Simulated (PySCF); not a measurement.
## Static response to an electric field

Compound: C4H3F5O.
Atom-mapped SMILES: `[F:1][C:2]([F:3])([F:4])[C@H:5]1[O:6][CH2:7][C:8]1([F:9])[F:10]` (hydrogens: H11 on C5; H12, H13 on C7)

Geometry (GFN2-xTB, Å), atoms numbered from 1 in this order:
```
atom  x, y, z in Å
F1     1.0681   -0.6864    1.6687
C2     1.5509   -0.1356    0.5560
F3     2.0774    1.0489    0.8833
F4     2.5543   -0.9079    0.1347
C5     0.4790    0.0199   -0.5292
O6    -0.2559   -1.1773   -0.7389
C7    -1.4902   -0.6106   -0.2769
C8    -0.8070    0.7448   -0.0948
F9    -1.2064    1.7223   -0.9327
F10   -0.8254    1.2779    1.1380
H11    0.9499    0.4076   -1.4398
H12   -2.2681   -0.6366   -1.0408
H13   -1.8310   -1.0663    0.6546
```

Level: PBE0/def2-SVPD (PySCF), static field, nuclei fixed, core orbitals frozen in the response. The polarisability tensor in these axes (au):

```
x   58.60  0.63  1.25
y    0.63 51.51  0.07
z    1.25  0.07 49.65
```

Q: Give the principal values, the mean and the anisotropy Δα = √{½[(α1 − α2)² + (α2 − α3)² + (α1 − α3)²]}.

A: Principal values 49.47, 51.46 and 58.83 au; mean 53.25 au = 7.89 Å³ = 8.78 × 10⁻⁴⁰ C²·m²/J; Δα = 8.54 au (16 % of the mean).

Q: What is the dipole moment, and where does it point?

A: (-1.69, -0.30, -1.16) D, 2.07 D in size, pointing from the negative to the positive side. Measured along this direction, the outermost atoms are F3 at the negative end and H12 at the positive end.

Q: In TDDFT the mean static polarisability is Σ f/ω² over all singlet excitations (ω in hartree). How much of it do the 8 lowest give? Their energies (eV) and oscillator strengths: 7.38, 0.0021; 8.24, 0.0210; 8.63, 0.0039; 8.67, 0.0115; 9.13, 0.0120; 9.34, 0.0386; 9.43, 0.0217; 9.53, 0.0066.

A: They add up to 1.08 au, 2.0 % of the 53.25 au; the largest single term is 0.33 au, from the state at 9.34 eV. Terms in order: 0.03, 0.23, 0.04, 0.11, 0.11, 0.33, 0.18, 0.05 au. Higher excitations give the rest. The strengths listed sum to 0.118.

Q: Give the principal axes and the span of the nuclei along them.

A: Largest value along (0.99, 0.09, 0.14), where the nuclei span 4.90 Å; middle along (-0.08, 1.00, -0.02), 2.97 Å; least along (-0.14, 0.01, 0.99), 3.06 Å. 

Q: Molar refractivity from α?

A: Lorentz–Lorenz: R = (4π/3)N_A α = 2.5225 cm³/(mol·Å³) × 7.89 Å³ = 19.9 cm³/mol, in the limit of long wavelengths.

Q: What would n − 1 = 2πNα be for an ideal gas of these molecules at 298.15 K and 1 atm, electronic part alone?

A: N = p/kT = 2.4615 × 10¹⁹ cm⁻³, so n − 1 = 2π × N × 7.89 × 10⁻²⁴ cm³ = 1220 × 10⁻⁶ at long wavelengths, for an ideal gas.

Q: Rayleigh depolarisation ratio (linearly polarised light, static tensor)?

A: ρ = 3Δα²/(45ᾱ² + 4Δα²) = 218.7/(127613 + 291.5) = 0.00171.

Isolated species at its GFN2-xTB geometry, gas phase.

The run behind these numbers computed excited states as well. On an Arm Neoverse N1 with one thread, no GPU, shared host with 64 logical CPUs at a one-minute load of 61, this took 1.9 min of wall time and 0.96 GiB of memory at its peak.
